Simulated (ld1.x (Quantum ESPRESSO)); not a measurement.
# Plane-wave convergence, TM semilocal potential for carbon

ld1.x (Quantum ESPRESSO) 7.5 input, shortened:

```
&input
   title='C', zed=6., rel=0, dft='PZ', iswitch=3,
   config='[He] 2s2 2p1.5 3d-2'
 /
 &inputp
   pseudotype=1, tm=.true., lloc=1,
   nlcc=.true., rcore=0.36
 /
3
2S  1  0   2.00   0.00  0.75  0.75  0.0
3D  3  2  -2.00   0.45  2.20  2.20  0.0
2P  2  1   1.50   0.00  2.05  2.05  0.0
 &test
   configts(1)='2s2 2p1.5'
 /
```

The pseudo-atom Hamiltonian at the reference potential is diagonalised in spherical Bessel functions j_l(qr) that vanish at 20 bohr, with q² up to the cutoff. All-electron valence levels (Ry): 2s -1.4138, 2p -0.7975.

**Question.** How do the lowest levels (Ry) of each channel move with the cutoff, and are there ghosts?

**Answer.**

| cutoff (Ry) | s #1 | d #1 | d #2 | p #1 | Σ f·Δε (mRy) |
| --- | --- | --- | --- | --- | --- |
| 8 | -1.2466 | -0.0165 | 0.0657 | -0.5256 | 741.9 |
| 21 | -1.3240 | -0.0166 | 0.0655 | -0.7752 | 212.7 |
| 50 | -1.3432 | -0.0166 | 0.0655 | -0.7974 | 140.9 |
| 90 | -1.3885 | -0.0166 | 0.0655 | -0.7975 | 50.2 |
| 180 | -1.4111 | -0.0166 | 0.0655 | -0.7975 | 5.0 |
| 350 | -1.4135 | -0.0166 | 0.0655 | -0.7975 | 0.2 |
| 400 | -1.4136 | -0.0166 | 0.0655 | -0.7975 | 0.0 |

Result: no extra level below or beside the all-electron valence levels (s, d, p tested); the semilocal form is local in each channel, so this says nothing of the separable form that plane-wave codes build from it; 10 mRy is reached at 140 Ry and 1 mRy at 260 Ry.

Its largest configuration-test error is +478 meV.
